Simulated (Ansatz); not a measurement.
## InHF (SMILES [F][InH]): methods side by side

InHF: 3 atoms, total charge 0, spin state doublet. SMILES: `[F][InH]`. Geometry: relaxed at PBE0-D4/def2-TZVP.

| atom | x (Å) | y (Å) | z (Å) |
| --- | --- | --- | --- |
| F | 1.0884 | 0.9895 | 0.6943 |
| In | -0.5225 | 0.3551 | -0.2448 |
| H | -0.5769 | -1.4094 | -0.4628 |

Quantity: the energy change with the F1–In2 bond stretched from 1.970 to 2.954 Å, in eV. The values are calculated.

| level | kind | program | value (eV) | less FCI/STO-3G |
| --- | --- | --- | --- | --- |
| UHF/STO-3G | Hartree–Fock | Ansatz | 1.85 | -0.62 |
| UBHLYP/STO-3G | global hybrid | Ansatz | 2.98 | +0.51 |
| UB2PLYP/STO-3G | double hybrid | Ansatz | 3.16 | +0.69 |
| RPA@PBE/STO-3G | RPA | Ansatz | 2.57 | +0.10 |
| UMP2/STO-3G | perturbation theory | Ansatz | 2.42 | -0.05 |
| UBCCD(T)/STO-3G | coupled cluster or CI | Ansatz | 2.44 | -0.03 |
| UCCSDT(Q)/STO-3G | coupled cluster or CI | Ansatz | 2.50 | +0.03 |
| FCI/STO-3G | exact in the basis | Ansatz | 2.47 | 0.00 |

FCI/STO-3G is exact within its basis and frozen core, so for wave-function methods in that basis the difference is their error; functionals converge differently with the basis, so for them it is only a difference. All-electron rows without a relativistic Hamiltonian named are non-relativistic. The first shape isn't each level's own minimum. The values span 1.85 to 3.16 eV. Spin contamination of the reference (⟨S²⟩ at least 0.1 too high) touches UHF/STO-3G, UMP2/STO-3G, UBCCD(T)/STO-3G, UCCSDT(Q)/STO-3G. All rows use very small basis sets, so none should be taken for the real molecule's value. In the correlated wave-function rows the outer d shell of In is correlated, in sets not made for it.
